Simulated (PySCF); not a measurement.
**Dipole moment and polarisability of `O=C1OC[C@@H]1C(F)F`**

C₄H₄F₂O₂.
Numbering: `[O:1]=[C:2]1[O:3][CH2:4][C@@H:5]1[CH:6]([F:7])[F:8]` (hydrogens: H9, H10 on C4; H11 on C5; H12 on C6)

Cartesian coordinates in Å at the PBE0-D3(BJ)/def2-SVP level; atoms count from 1:
```xyz
12
C4H4F2O2 angstrom
O     -0.8962    1.5408   -1.7764
C     -0.8801    0.7008   -0.9418
O     -1.8676    0.3178   -0.1007
C     -1.0271   -0.6710    0.5411
C      0.1294   -0.3070   -0.3910
C      1.3673    0.2823    0.2353
F      1.0179    1.2039    1.1598
F      2.0648   -0.6881    0.8641
H     -1.4434   -1.6801    0.4239
H     -0.8753   -0.4302    1.6017
H      0.4158   -1.0766   -1.1221
H      2.0217    0.7673   -0.5090
```

Level: CAM-B3LYP/def2-SVPD (PySCF), static field, nuclei fixed, core orbitals frozen in the response. The polarisability tensor in these axes (au):

```
x   53.40 -0.72  0.09
y   -0.72 52.02 -7.93
z    0.09 -7.93 52.76
```

Question: Give the principal values, the mean and the anisotropy Δα = √{½[(α1 − α2)² + (α2 − α3)² + (α1 − α3)²]}.

Answer: Principal values 44.43, 53.38 and 60.37 au; mean 52.73 au = 7.81 Å³ = 8.69 × 10⁻⁴⁰ C²·m²/J; Δα = 13.84 au (26 % of the mean).

Question: What is the dipole moment, and where does it point?

Answer: (1.07, -3.11, 0.46) D, 3.32 D in size, pointing from the negative to the positive side. Measured along this direction, the outermost atoms are O1 at the negative end and F8 at the positive end.

Question: Molar refractivity from α?

Answer: Lorentz–Lorenz: R = (4π/3)N_A α = 2.5225 cm³/(mol·Å³) × 7.81 Å³ = 19.7 cm³/mol, in the limit of long wavelengths.

Question: What depolarisation ratio follows for Rayleigh scattering of linearly polarised light, taking the static tensor?

Answer: ρ = 3Δα²/(45ᾱ² + 4Δα²) = 574.8/(125106 + 766.5) = 0.00457.

Question: Sum over states: ᾱ = Σ f/ω², ω in Eh. What share falls to these 6 lowest TDDFT singlets (eV, f)? 5.97, 0.0006; 8.01, 0.0770; 8.26, 0.0418; 8.59, 0.0099; 8.70, 0.0075; 8.97, 0.0110.

Answer: They add up to 1.63 au, 3.1 % of the 52.73 au; the largest single term is 0.89 au, from the state at 8.01 eV. Terms in order: 0.01, 0.89, 0.45, 0.10, 0.07, 0.10 au. Higher excitations give the rest. The strengths listed sum to 0.148.

Question: Directions of the eigenvectors, and the extent of the frame along each?

Answer: Largest value along (0.08, -0.69, 0.72), where the nuclei span 3.79 Å; middle along (1.00, 0.02, -0.09), 3.92 Å; least along (0.05, 0.72, 0.69), 3.25 Å. 

One conformer (not necessarily the lowest) at the PBE0-D3(BJ)/def2-SVP geometry, without solvent, vibrations or thermal averaging.
